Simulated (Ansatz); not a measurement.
`C=[C]([SiH3])[InH2]` + `O[SiH3]` → `[SiH3]O[SiH3]` + `C=[CH][InH2]`  (ligand exchange at the Si–C bond)

Program: Ansatz. Geometries: PBE0-D4/def2-TZVP. ΔE: electronic, gas phase. CCSD(T)/CBS is the MP2 limit (def2-TZVPP, def2-QZVPP) plus CCSD(T) − MP2 in def2-TZVPP, frozen cores. Functionals use def2-TZVPP. HSE06 is defined as in plane-wave codes. def2 core potentials past Kr. For In outer-core shells are correlated without core-valence functions, which leaves a few kJ/mol of doubt a bond.

`C=[C]([SiH3])[InH2]`:

Cartesian coordinates in Å:
```
C -1.522 -0.108 -0.512
C -0.264 0.011 -0.073
Si 0.986 -1.319 -0.403
In 0.215 1.804 1.019
H -2.286 0.650 -0.339
H -1.863 -0.979 -1.076
H 1.526 -1.851 0.879
H 2.139 -0.767 -1.168
H 0.384 -2.442 -1.178
H -1.109 2.898 1.210
H 1.793 2.103 1.641
```

`O[SiH3]`:

```xyz
6

O    -1.113   -0.265   -0.577
Si    0.393   -0.008    0.039
H    -1.860    0.094   -0.098
H     0.708    1.444    0.133
H     1.333   -0.667   -0.896
H     0.538   -0.596    1.399
```

`[SiH3]O[SiH3]`:

Z-matrix (Å, degrees):
```
Si
O 1 1.634
H 1 1.483 2 108.3
H 1 1.487 2 110.2 3 119.9
H 1 1.487 2 110.2 3 -119.9
Si 2 1.634 1 147.6 3 179.6
H 6 1.483 2 108.2 1 -179.7
H 6 1.487 2 110.2 1 60.4
H 6 1.487 2 110.2 1 -59.9
```

`C=[CH][InH2]`:

Cartesian coordinates in Å:
```
C 0.381 0.745 1.205
C -0.538 0.063 0.523
In -0.106 -0.743 -1.406
H 1.381 0.919 0.815
H 0.184 1.166 2.191
H -1.516 -0.067 0.985
H -1.277 -1.627 -2.310
H 1.490 -0.455 -2.003
```

CCSD(T)/CBS gives -94.7 kJ/mol.

Problem. Another level gave -94.2 kJ/mol. Which?
A. PBE-QIDH/def2-TZVPP
B. B2PLYP/def2-TZVPP
C. BHLYP/def2-TZVPP
D. HSE06/def2-TZVPP

Solution. A. PBE-QIDH -94.2, B2PLYP -101.4, BHLYP -111.5, HSE06 -89.5 kJ/mol.

Largest T1 diagnostic among the species: 0.014.

Leaving LDA and LC-ωPBE aside and taking each functional with its dispersion term where it has one, the values, not all of them listed here, spread over 27.2 kJ/mol, from BHLYP-D4 to revPBE-D4. The D4 term adds +4.5 kJ/mol with B3LYP and +2.5 kJ/mol with PBE0; it sums over pairs of atoms, weighted by their polarisabilities, and B3LYP, whose exchange is more repulsive, gets the larger term.

B3LYP here is the variant with VWN-RPA as its local correlation; programs differ in this.
